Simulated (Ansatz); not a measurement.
`[AlH2][O][GaH][SiH3]` from Hartree–Fock to CCSD(T)

Cartesian coordinates in Å:
```
Al -1.476 -1.899 -1.337
O -0.972 -0.841 -0.140
Ga -0.400 0.267 1.122
Si 1.563 1.531 0.531
H -2.486 -1.375 -2.438
H -0.920 -3.382 -1.325
H -1.267 0.271 2.430
H 1.194 2.599 -0.439
H 2.193 2.179 1.713
H 2.572 0.649 -0.118
```

The species carries charge 0 and has multiplicity 1. Correlated methods include outer-core shells of Ga, which these sets cover unevenly. Scalar relativity is left out up to krypton. All single points use the PBE0-D4/def2-TZVP geometry. It is one conformer, not always the lowest. Frozen core, restricted reference, Ansatz.

```tsv
basis	HF (Eh)	MP2 corr.	CCSD corr.	(T)	CCSD(T) total
def2-SVP	?	-0.56500	-0.60196	?	?
def2-TZVPP	-2532.57898	?	-0.71159	-0.02578	?
def2-QZVPP	?	-0.95482	–	–	–
```

(1) Fill in the withheld values. (An estimate is asked.)

## Answers

(1) Ansatz gave: def2-SVP HF (Eh): -2532.04687; def2-SVP (T): -0.01638; def2-SVP CCSD(T) total: -2532.66521; def2-TZVPP MP2 corr.: -0.67340; def2-TZVPP CCSD(T) total: -2533.31635; def2-QZVPP HF (Eh): -2532.63972.
